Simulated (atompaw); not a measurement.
## Varying the PAW (atompaw) potential for copper (Cu)

Base potential:

| Quantity | Value |
| --- | --- |
| Element | copper (Cu) |
| Generator | atompaw 4.2.0.5 |
| Type | PAW |
| Functional | PBE |
| Relativity | scalar-relativistic |
| Frozen core | [Ne] |
| Valence charge | 19 |
| Reference configuration | 3s2 3p6 3d10 4s1 4p0 |
| Partial waves | 3s (bound): rc 1.15 bohr; 4s (bound): rc 1.30 bohr; 3p (bound): rc 1.00 bohr; 4p (bound, empty): rc 1.30 bohr; 3d (bound): rc 1.30 bohr; 3d channel at 0.85 Ry: rc 1.00 bohr |
| Local potential | bessel scheme, radius 1.15 bohr |
| Core correction | smooth core density matched at 0.70 bohr |
| Augmentation charge | gaussian compensation charge, radius 1.00 bohr; PAW radius 1.30 bohr; waves and projectors: custom polynom gramschmidtortho |

Cutoffs, loose and tight: the cutoffs (Ry, on a coarse ladder) from which the occupation-weighted sum of valence levels, in a spherical-Bessel basis at the reference potential, stays within 10 and 1 mRy of its value at 400 Ry. They see the waves, projectors and local potential, not the compensation charge or the core. A dash means not determined.

Cutoffs are not given where the Bessel-basis levels miss the radial ones by over 6 mRy, ghosts where they miss by over 20 mRy; a channel whose overlap is not positive is not tested.

```csv
change,outcome,"cutoff, loose","cutoff, tight",bound ghosts
base,generated,110 Ry,160 Ry,none
"all radii scaled by about 1.21 (s 1.38, p 1.20, d 1.58 bohr); local potential bessel scheme, radius 1.38 bohr; augmentation gaussian compensation charge, radius 1.20 bohr; PAW radius 1.58 bohr; waves and projectors: custom polynom gramschmidtortho; core correction smooth core density matched at 0.84 bohr",generated,90 Ry,140 Ry,none
"augmentation besselshape compensation charge, radius 1.00 bohr; PAW radius 1.30 bohr; waves and projectors: custom polynom gramschmidtortho",generated,110 Ry,160 Ry,none
wave 3d channel at 0.85 Ry: rc 1.00 bohr becomes 3d channel at 0.49 Ry: rc 1.00 bohr,generated,110 Ry,160 Ry,none
```

(1) What comes out with this change to the base: augmentation gaussian compensation charge, radius 1.00 bohr; PAW radius 1.30 bohr; waves and projectors: custom polynom2 7 10 vanderbiltortho?

(2) What comes out with this change to the base: wave 3d (bound): rc 1.30 bohr becomes 3d (bound): rc 1.24 bohr?

(3) What comes out with this change to the base: core [Ne] 3s2, valence charge 17; reference 3p6 3d10 4s0.75 4p0.25; waves now 4s (bound): rc 2.20 bohr; 4s channel at -0.05 Ry: rc 2.20 bohr; 3p (bound): rc 1.10 bohr; 4p (bound): rc 2.20 bohr; 3d (bound): rc 1.45 bohr; 3d channel at 0.15 Ry: rc 1.45 bohr; local potential bessel scheme, radius 2.15 bohr; core correction smooth core density matched at 1.15 bohr; augmentation gaussian compensation charge, radius 2.05 bohr; PAW radius 2.20 bohr; waves and projectors: custom polynom gramschmidtortho?

Results:

(1) outcome: generated; bound ghosts: not determined.

(2) outcome: generated; cutoff, loose: 120 Ry; cutoff, tight: 180 Ry; bound ghosts: none.

(3) outcome: generated; cutoff, loose: 100 Ry; cutoff, tight: 160 Ry; bound ghosts: none.
